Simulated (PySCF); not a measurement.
Mayer bond orders and bond lengths

Species: C7H7FN2.
Atom-mapped SMILES: `[CH:1]#[C:2][c:3]1[cH:4][c:5]([F:6])[n:7][n:8]1[CH2:9][CH3:10]` (hydrogens: H11 on C1; H12 on C4; H13, H14 on C9; H15, H16, H17 on C10)

Structure used (GFN2-xTB), in Å, numbered top down from 1:
```
atom  x, y, z in Å
C1    -0.5387    2.9397   -0.0328
C2     0.0949    1.9199   -0.0701
C3     0.8349    0.7291   -0.1152
C4     2.1912    0.5102    0.0887
C5     2.3227   -0.8670   -0.0964
F6     3.4475   -1.5698   -0.0080
N7     1.1764   -1.4512   -0.3862
N8     0.2781   -0.4739   -0.4016
C9    -1.1117   -0.7654   -0.6254
C10   -1.8302   -1.0634    0.6883
H11   -1.0819    3.8363    0.0009
H12    2.9506    1.2240    0.3263
H13   -1.1536   -1.6372   -1.2812
H14   -1.5687    0.0937   -1.1239
H15   -1.8063   -0.1927    1.3396
H16   -1.3463   -1.8945    1.1951
H17   -2.8659   -1.3259    0.4921
```

Bond orders from the PBE0/pcSseg-1 density (PySCF). The structure is a single GFN2-xTB conformer in the gas phase; no vibrational or solvent corrections.

Task: How far do the computed orders between heavy atoms stray from the drawn ones?

Result: The largest departure is 0.685, at C1–C2 (drawn triple, 2.315), counting aromatic bonds as 1.5. Drawn double or triple, more than 0.30 short of the drawn order: C1–C2 (2.315). The bonds drawn aromatic range from 1.03 to 1.51.

Task: Set the Mayer orders of the bonds beside their lengths.

Result: 
```
   bond  drawn as  length (Å)  Mayer order
  C1–C2    triple       1.201        2.315
  C2–C3    single       1.403        0.951
  C3–C4  aromatic       1.389        1.302
  C4–C5  aromatic       1.396        1.411
  C5–F6    single       1.329        0.996
  C5–N7  aromatic       1.319        1.506
  N7–N8  aromatic       1.327        1.189
  N8–C9    single       1.438        0.900
 C9–C10    single       1.527        1.057
  N8–C3  aromatic       1.356        1.030
 C1–H11    single       1.049        1.142
 C4–H12    single       1.069        0.991
 C9–H13    single       1.092        0.941
 C9–H14    single       1.093        0.937
C10–H15    single       1.088        0.962
C10–H16    single       1.087        0.961
C10–H17    single       1.086        0.964
```

Bonds between the same two heavy elements. C–C: lowest C2–C3 (0.951, 1.403 Å), highest C1–C2 (2.315, 1.201 Å); in 2 of the 10 pairs the longer bond (by over 0.003 Å) has the higher order (by 0.02 or more). C–N: lowest N8–C9 (0.900, 1.438 Å), highest C5–N7 (1.506, 1.319 Å).

Task: Sum the orders of all bonds at each heavy atom with more than one neighbour and set the sums beside the valence in the SMILES.

Result: C1 3.457 (drawn 4), C2 3.266 (drawn 4), C3 3.283 (drawn 4), C4 3.704 (drawn 4), C5 3.913 (drawn 4), N7 2.695 (drawn 3), N8 3.119 (drawn 3), C9 3.835 (drawn 4), C10 3.944 (drawn 4). Orders between atoms that aren't bonded are not in these sums.

Mayer orders depend on the basis set.
